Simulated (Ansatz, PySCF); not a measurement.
This Ansatz (an electronic-structure program) input computes a BLYP/def2-TZVPD energy:

Ansatz 0.2 input:
```yaml
crystal:
  periodic: [false, false, false]
  atoms:
    - {symbol: C, position_ang: [0.01856678, 0.00586762, 0.50929403]}
    - {symbol: Cl, position_ang: [0.82549883, -1.21861678, -0.10606132]}
    - {symbol: Cl, position_ang: [-0.83205181, 1.21654586, -0.07368951]}
basis:
  gaussian:
    orbitals: def2-TZVPD
hamiltonian:
  xc: {name: BLYP}
total_charge: 1
magnetization: {spin_polarized: true, initial_magnetization: 1}
output: {forces: true}
```

Write an input for the same energy in PySCF and say what it gives.


```python
from pyscf import gto, scf, dft

mol = gto.M(
    atom='''
    C     0.01856678    0.00586762    0.50929403
    Cl    0.82549883   -1.21861678   -0.10606132
    Cl   -0.83205181    1.21654586   -0.07368951
    ''',
    basis='def2-tzvpd',
    charge=1,
    spin=1,
    verbose=4,
)

mf = dft.UKS(mol, xc='blyp').density_fit(auxbasis='def2-universal-jkfit')
mf.grids.level = 3
mf.conv_tol = 1e-9
mf.max_cycle = 100
mf.max_memory = 1500
mf.kernel()
if not mf.converged:
    mf = mf.newton()
    mf.kernel(mf.make_rdm1())
for _ in range(2):
    mo, _, stable, _ = mf.stability(return_status=True)
    if stable:
        break
    mf.kernel(mf.make_rdm1(mo, mf.mo_occ))
mf.analyze()
```
It gives -958.10630 Eh, and Ansatz -958.10627 Eh, a difference of 0.03 mEh, from the treatment of integrals and grids.
